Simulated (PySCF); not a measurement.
C7H6BF3, SMILES `c1(B)ccc(cc1)C(F)(F)F`, neutral singlet in the gas phase. 

Cartesian coordinates (Å):
```xyz
17

B      3.1341     0.0209    -0.2636
C      1.5950     0.0069    -0.1292
C      0.8466    -1.1589    -0.4113
C     -0.5420    -1.1802    -0.2909
C     -1.2124    -0.0211     0.1186
C     -2.7159    -0.0071     0.2067
F     -3.1432     0.7338     1.2434
F     -3.2239    -1.2413     0.3515
F     -3.2614     0.5205    -0.9052
C     -0.5019     1.1514     0.4103
C      0.8850     1.1586     0.2845
H      3.7202    -0.9755    -0.6160
H      3.7548     1.0279    -0.0165
H      1.3734    -2.0642    -0.7286
H     -1.1104    -2.0883    -0.5057
H     -1.0403     2.0444     0.7388
H      1.4425     2.0722     0.5132
```
Charge 0, multiplicity 1.

All levels are single points at this geometry (r2SCAN-D4/def2-SVP); Pople sets use spherical d functions. Orbital energies aren't observables, and empty levels follow the basis.

HF/STO-3G in PySCF gives HOMO (eV) = -8.11.

Task: Estimate the HOMO (eV) from each of these levels: r2SCAN-D4/def2-TZVP in PySCF; B3LYP/3-21G in PySCF; B3LYP/6-311+G** in PySCF; B3LYP/6-31G* in PySCF; BP86/6-31G* in PySCF; M06-2X/6-31G* in PySCF; SVWN5/6-31G* in PySCF; HF/6-31G* in PySCF.

Result: 
| level | HOMO (eV) |
|---|---|
| r2SCAN-D4/def2-TZVP in PySCF | -7.22 |
| B3LYP/3-21G in PySCF | -7.64 |
| B3LYP/6-311+G** in PySCF | -7.84 |
| B3LYP/6-31G* in PySCF | -7.46 |
| BP86/6-31G* in PySCF | -6.79 |
| M06-2X/6-31G* in PySCF | -8.86 |
| SVWN5/6-31G* in PySCF | -6.90 |
| HF/6-31G* in PySCF | -9.66 |
